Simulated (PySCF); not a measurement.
r2SCAN on P (phosphorus, neutral), [Ne] 3s2 3p2 3d1, one real determinant (an excited configuration). Computed with PySCF 2.14 in aug-cc-pwCVTZ, with no relativity, point nucleus.

```
cycle= 1 E= -340.909628457124  delta_E= -0.00643  |g|= 0.0136  |ddm|= 0.53
cycle= 2 E= -340.909486996081  delta_E= 0.000141  |g|= 0.00792  |ddm|= 0.289
cycle= 3 E= -340.909303665984  delta_E= 0.000183  |g|= 0.00134  |ddm|= 0.134
cycle= 4 E= -340.909300662328  delta_E= 3e-06  |g|= 0.000294  |ddm|= 0.0166
cycle= 5 E= -340.909300682586  delta_E= -2.03e-08  |g|= 7.53e-05  |ddm|= 0.00326
cycle= 6 E= -340.909300685522  delta_E= -2.94e-09  |g|= 3.08e-05  |ddm|= 0.000706
cycle= 7 E= -340.909300684389  delta_E= 1.13e-09  |g|= 1.07e-06  |ddm|= 0.000393
cycle= 8 E= -340.909300684391  delta_E= -2.05e-12  |g|= 1.02e-07  |ddm|= 1.48e-05
converged SCF energy = -340.909300684391  <S^2> = 3.7522151  2S+1 = 4.0011074
```

Highest occupied orbital energy: 0.666 eV; ⟨L²⟩ = 7.94; populations by l: s 6.01, p 8.00, d 0.99, f 0.00.

Task: Can this result be used?

Result: Not for this state. The run converged. ⟨L²⟩ = 7.94 against 12 for a pure F term, so this real determinant mixes terms. The outer electron is Rydberg-like, and this basis confines it to a smaller radius and binds it less than a complete one would. At r2SCAN the highest occupied level has a positive energy, so only the finite basis holds that electron; for this excited configuration the basis is too tight for the outer shell.
